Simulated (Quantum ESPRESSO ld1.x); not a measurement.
All-electron atom: Hg2+ in [Xe] 4f14 5d10 (the NIST ground configuration). Method: Dirac Kohn-Sham, LDA (Slater exchange, Perdew-Wang correlation), spin-unpolarised, spherical densities, point nucleus; computed with ld1.x of Quantum ESPRESSO 7.5.

Unscreened Slater integrals over Kohn-Sham orbitals (eV). Large and small components are both included.

integral          value
F0(5d5/2,5d5/2)  16.796
F2(5d5/2,5d5/2)  8.6592
F4(5d5/2,5d5/2)  5.7200
F0(5d5/2,5d3/2)  17.106
F2(5d5/2,5d3/2)  8.8161
G2(5d5/2,5d3/2)  8.8027
G4(5d5/2,5d3/2)  5.8199
F0(5d5/2,5p3/2)  19.134
F2(5d5/2,5p3/2)  9.4637
G1(5d5/2,5p3/2)  11.479
G3(5d5/2,5p3/2)  7.0898
F0(5d5/2,5p1/2)  19.684
G3(5d5/2,5p1/2)  6.4499
F0(5d5/2,4f7/2)  21.892
F2(5d5/2,4f7/2)  4.9924
F4(5d5/2,4f7/2)  2.3006
G1(5d5/2,4f7/2)  1.5383
G3(5d5/2,4f7/2)  1.4829
G5(5d5/2,4f7/2)  1.1960
F0(5d3/2,5d3/2)  17.435
F2(5d3/2,5d3/2)  9.0009
F0(5d3/2,5p3/2)  19.610
F2(5d3/2,5p3/2)  9.8526
G1(5d3/2,5p3/2)  12.157
G3(5d3/2,5p3/2)  7.5122
F0(5d3/2,5p1/2)  20.212
G1(5d3/2,5p1/2)  11.220
F0(5d3/2,4f7/2)  22.634
F2(5d3/2,4f7/2)  5.3616
G3(5d3/2,4f7/2)  1.6318
G5(5d3/2,4f7/2)  1.3122
F0(5p3/2,5p3/2)  22.919
F2(5p3/2,5p3/2)  12.318
F0(5p3/2,5p1/2)  23.958
G2(5p3/2,5p1/2)  12.504
F0(5p3/2,4f7/2)  28.406
F2(5p3/2,4f7/2)  8.5997
G2(5p3/2,4f7/2)  3.0800
G4(5p3/2,4f7/2)  2.6533
F0(5p1/2,5p1/2)  25.208
F0(5p1/2,4f7/2)  30.780
G4(5p1/2,4f7/2)  3.4287
F0(4f7/2,4f7/2)  51.160
F2(4f7/2,4f7/2)  25.514
F4(4f7/2,4f7/2)  16.270
F6(4f7/2,4f7/2)  11.783
